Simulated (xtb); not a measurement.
trichloroethylene (C2HCl3), SMILES C(Cl)(Cl)=CCl. All values are semi-empirical tight-binding results from xtb (GFN2-xTB unless named), good for trends rather than for accurate numbers. Geometry optimised at GFN2-xTB.

Computed properties:
The point group as xtb finds it is Cs. The orbital gap is 3.96 eV and the dipole moment is 0.83 D. The zero-point energy is 14.5 kcal/mol and the G − E(el) at 298.15 K (modified RRHO) is -4.9 kcal/mol. The static polarisability (D4 model) comes out as 65.2 bohr³. The solvation energy, GFN2-xTB/ALPB(water) is -1.4 kcal/mol and the solvation energy, GFN2-xTB/ALPB(dmf) comes out as -4.9 kcal/mol.
